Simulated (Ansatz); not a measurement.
```yaml
crystal:
  periodic: [false, false, false]
  atoms:
    - {symbol: B, position_ang: [-0.205419, 0.059871, -0.604769]}
    - {symbol: N, position_ang: [0.216554, -0.196675, 0.861462]}
    - {symbol: H, position_ang: [-0.927969, -0.043863, 1.507246]}
    - {symbol: H, position_ang: [0.583204, 0.661442, 1.146525]}
    - {symbol: H, position_ang: [0.621865, -0.723716, 1.311401]}
    - {symbol: Cl, position_ang: [1.795940, 0.319554, -1.247905]}
    - {symbol: Cl, position_ang: [-0.951539, 1.444883, -0.905274]}
    - {symbol: Cl, position_ang: [-1.086407, -1.485495, -1.292512]}
basis:
  gaussian: {orbitals: STO-3G}
hamiltonian: {xc: {name: B3LYP}}
scf: {lower_state_search: off}
```

```sh
$ ansatz run in.yaml --threads 4 --pin off --events-out ev --progress --plain --max-ram 3916MiB
```

Shortened log:

```
Functional definition: B3LYP
480 factors; integrals over basis functions are off by at most 3.5e-5 eV
mean field evaluation 1: about -39340.4880 eV, gradient 2.7e1 eV
mean field evaluation 2: about -39337.7519 eV, gradient 4.2e1 eV
mean field evaluation 4: about -39343.9735 eV, gradient 8.3e-1 eV
mean field evaluation 8: about -39343.9697 eV, gradient 2.5e-3 eV
mean field -39343.96967364 eV, -1445.8642172059 hartree, gradient 7.7e-6 eV, S^2 0.000000; 0 other end points of the search recorded, 0 dependent functions left out
reference -39343.96986482 eV, -1445.8642242315 hartree; 33, 33 occupied and 7, 7 virtual orbitals, 480 factors
Total energy: -39343.96986482 eV, -1445.8642242315 hartree
Checks for a lower state left out: stability, starts, cluster_reference, orbital_swaps, neighbouring_geometries, increment
```

Hardware: 4 threads of Arm Neoverse V1 on a shared host. Wall time 0.3 s.

B3LYP takes the VWN-RPA correlation.
